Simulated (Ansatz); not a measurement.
Total energies of C₄H₈BN, SMILES `C=CB(C)C=N`.

```xyz
14

C     0.6435   -1.8077    1.0591
C    -0.3076   -1.1134    0.4282
B    -0.0557    0.2550   -0.2517
C     1.3198    0.9953   -0.2555
C    -1.2684    0.9672   -0.9673
N    -2.4786    0.9205   -0.5682
H     1.6564   -1.4275    1.1511
H     0.4577   -2.7810    1.5045
H    -1.2954   -1.5717    0.3709
H     1.1988    2.0275    0.0935
H     2.1188    0.5298    0.3225
H     1.6637    1.0902   -1.2942
H    -1.0879    1.6356   -1.8200
H    -2.5651    0.2803    0.2272
```

Total charge 0; spin multiplicity 1. The geometry is a stationary point of PBE0-D4/def2-TZVP. It is one conformer, not always the lowest. Basis def2-TZVPP, Ansatz 0.2.0.

RPA on PBE orbitals: Hartree–Fock energy of these orbitals -235.25935 Eh, correlation -1.58541 Eh (frozen core).

| functional | energy without D4 (Eh) | D4 term (kJ/mol) |
| --- | --- | --- |
| LDA (SPW92) | -234.67169 | – |
| PBE | -236.56272 | -27.1 |
| revPBE | -236.81947 | -88.1 |
| BLYP | -236.78406 | -59.7 |
| r2SCAN | -236.74100 | -7.2 |
| B97M-V | -236.90041 | – |
| PBE0 | -236.59139 | -22.9 |
| B3LYP | -236.90554 | -43.1 |
| r2SCANh | -236.73033 | -7.5 |
| r2SCAN0 | -236.71557 | -8.3 |
| HSE06 (plane-wave form) | -236.57720 | -21.3 |
| BHLYP | -236.74628 | -30.6 |
| CAM-B3LYP | -236.75514 | -23.1 |
| LC-ωPBE | -236.71614 | – |
| ωB97X-V | -236.81899 | – |
| ωB97M-V | -236.77694 | – |
| B2PLYP | -236.67474 | – |
| PBE-QIDH | -236.55230 | – |

B3LYP takes the VWN-RPA correlation (the form of Gaussian; ORCA's B3LYP/G). HSE06 is the plane-wave form, built on full-range PBE exchange. The double hybrids freeze the cores in their second-order part.

LC-ωPBE has ω = 0.4 bohr⁻¹.
